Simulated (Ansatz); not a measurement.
One change: `FC[SiH3]` becomes `[CH3][AlH][SiH2]CF`.

Ansatz, PBE0-D4/def2-TZVP geometries, multiplicity 1. Each molecule was computed in one conformer, which needn't be the lowest. `[CH3][AlH][SiH2]CF` holds a close contact that its SMILES doesn't draw: F···Al 2.06 Å.

| property | `FC[SiH3]` |
| --- | --- |
| HOMO energy (PBE0/def2-TZVPP) / eV | -8.73 |
| zero-point energy (PBE0-D4/def2-TZVP) / kJ/mol | 142.3 |
| HOMO energy (ωB97M-V/def2-TZVPP) / eV | -11.05 |
| HOMO energy (PBE/def2-TZVPP) / eV | -7.21 |
| LUMO energy (PBE/def2-TZVPP) / eV | -0.31 |
| LUMO energy (B3LYP/def2-TZVPP) / eV | 0.25 |

Q: What does the change do to each property? (Estimate.)

A: Ansatz gave: 
| property | `[CH3][AlH][SiH2]CF` | shift |
| --- | --- | --- |
| HOMO energy (PBE0/def2-TZVPP) / eV | -6.91 | 1.82 |
| zero-point energy (PBE0-D4/def2-TZVP) / kJ/mol | 234.6 | 92.3 |
| HOMO energy (ωB97M-V/def2-TZVPP) / eV | -8.92 | 2.13 |
| HOMO energy (PBE/def2-TZVPP) / eV | -5.86 | 1.35 |
| LUMO energy (PBE/def2-TZVPP) / eV | -1.54 | -1.23 |
| LUMO energy (B3LYP/def2-TZVPP) / eV | -0.84 | -1.09 |

With PBE0 the HOMO rises by 1.82 eV and the LUMO falls by 1.14 eV, so the gap narrows by about 2.96 eV. PBE moves the HOMO by 1.35 eV and ωB97M-V by 2.13 eV. The zero-point energy changes by 92.3 kJ/mol with +15 modes.

B3LYP here is the variant with VWN-RPA as its local correlation; programs differ in this.
